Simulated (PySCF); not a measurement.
# Which determinant of ZnN⁺ lies lowest?

Unrestricted PBE0; PySCF, no relativity, basis sets Zn 6-31G(d,p), N 6-31G(d,p). Outer shells of the fragments: Zn+ 3d10 4s1; N 2s2 2p3.

Followed along the bond (rough minima from three points):

```tsv
2Ms+1	unpaired	⟨S²⟩ at the start	R at minimum (Å)	Te (eV)
3	π ↑↑	2.19	1.92	0.00
1	π ↑↓	1.00	1.88	0.69
5	σ ↑↑, π ↑↑	6.00	none in the scan	≤ 1.46
```

Solutions found at the starting distance of 1.945 Å, counted from the lowest of them; the search is not exhaustive and high or unbound solutions are not listed, so other states can lie among these:

```json
{"2Ms+1": "3", "unpaired": "π ↑↑", "term": "³Σ⁻", "E (eV)": "0.00", "⟨S²⟩": "2.19", "⟨Lz²⟩": "0.00", "μ (D)": "-2.80"}
{"2Ms+1": "1", "unpaired": "π ↑↓", "term": "mixed", "E (eV)": "0.71", "⟨S²⟩": "1.00", "⟨Lz²⟩": "2.01", "μ (D)": "-3.35"}
{"2Ms+1": "5", "unpaired": "σ ↑↑, π ↑↑", "term": "⁵Σ⁻", "E (eV)": "1.68", "⟨S²⟩": "6.00", "⟨Lz²⟩": "0.00", "μ (D)": "1.12"}
{"2Ms+1": "1", "unpaired": "none", "term": "mixed", "E (eV)": "2.50", "⟨S²⟩": "0.00", "⟨Lz²⟩": "2.00", "μ (D)": "-3.46"}
{"2Ms+1": "3", "unpaired": "σ ↑, π ↑", "term": "³Π", "E (eV)": "2.64", "⟨S²⟩": "2.01", "⟨Lz²⟩": "1.01", "μ (D)": "-4.53"}
{"2Ms+1": "3", "unpaired": "σ ↑↑, π ↑↓", "term": "mixed", "E (eV)": "2.95", "⟨S²⟩": "3.01", "⟨Lz²⟩": "2.01", "μ (D)": "1.01"}
{"2Ms+1": "1", "unpaired": "σ ↓↓, π ↑↑", "term": "mixed", "E (eV)": "2.99", "⟨S²⟩": "2.01", "⟨Lz²⟩": "0.00", "μ (D)": "0.97"}
{"2Ms+1": "1", "unpaired": "σ ↓, π ↑", "term": "mixed", "E (eV)": "3.10", "⟨S²⟩": "1.01", "⟨Lz²⟩": "1.01", "μ (D)": "-4.29"}
{"2Ms+1": "3", "unpaired": "σ ↑, π ↑", "term": "³Π", "E (eV)": "3.61", "⟨S²⟩": "2.00", "⟨Lz²⟩": "1.00", "μ (D)": "1.37"}
{"2Ms+1": "1", "unpaired": "σ ↓, π ↑", "term": "mixed", "E (eV)": "3.70", "⟨S²⟩": "1.00", "⟨Lz²⟩": "1.00", "μ (D)": "1.38"}
```

A term symbol is given only where ⟨S²⟩ and ⟨Lz²⟩ are close to those of a pure state; real π, δ and φ orbitals otherwise mix terms. A positive dipole points towards N; it is taken about the centre of mass and depends on that origin.
